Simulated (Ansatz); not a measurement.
Relaxation of C2H6Al2 (10 atoms, charge 0, multiplicity 1), to a largest force component of 0.02 eV/Å in at most 50 steps.

All numbers below come from RKS PBE0/6-31G* in Ansatz 0.2.0.

```xyz
10
Properties=species:S:1:pos:R:3
Al -1.085 2.038 0.037
C -0.134 0.398 -0.535
C 0.135 -0.395 0.534
Al 1.084 -2.037 -0.037
H -1.353 2.136 1.564
H -1.583 3.217 -0.842
H 0.198 0.030 -1.517
H -0.199 -0.028 1.515
H 0.487 -1.221 1.152
H 1.583 -3.217 0.842
```

Where does it end, and by what steps?

It converged. After 39 steps the energy has fallen by 4.319 eV; H5 moved furthest, 1.90 Å. Parted: C3–Al4, Al4–H9. Joined: Al1–Al4, C2–Al4.

| step | energy less start (eV) | largest force component (eV/Å) | accepted |
| --- | --- | --- | --- |
| 0 | 0.0000 | 5.351 | yes |
| 2 | -2.1242 | 1.380 | yes |
| 4 | -2.8796 | 0.886 | yes |
| 6 | -3.0983 | 0.542 | yes |
| 8 | -3.1452 | 0.178 | yes |
| 10 | -3.1539 | 0.129 | yes |
| 12 | -3.1599 | 0.295 | yes |
| 14 | -3.1663 | 0.114 | yes |
| 16 | -3.1721 | 0.115 | yes |
| 18 | -3.1767 | 0.211 | yes |
| 20 | -3.1897 | 0.249 | yes |
| 22 | -3.2198 | 0.193 | yes |
| 24 | -3.2755 | 0.287 | yes |
| 26 | -3.3568 | 0.313 | yes |
| 28 | -3.5038 | 0.271 | yes |
| 30 | -3.8040 | 0.384 | yes |
| 32 | -4.1844 | 0.259 | yes |
| 34 | -4.2954 | 0.314 | yes |
| 36 | -4.3134 | 0.128 | yes |
| 38 | -4.3183 | 0.042 | yes |
| 39 | -4.3186 | 0.019 | yes |

```xyz
10
Properties=species:S:1:pos:R:3
Al -1.196 1.276 -0.507
C 0.505 0.605 0.321
C 0.709 -0.253 1.365
Al -0.431 -1.208 -0.659
H -2.487 1.115 0.428
H -1.032 2.291 -1.720
H 1.404 0.815 -0.280
H -0.101 -0.518 2.050
H 1.686 -0.657 1.628
H 0.075 -2.545 0.087
```

Time of the run: 2.6 min on 1 thread of Arm Neoverse V1, with other jobs on the host, peak memory 0.16 GiB.
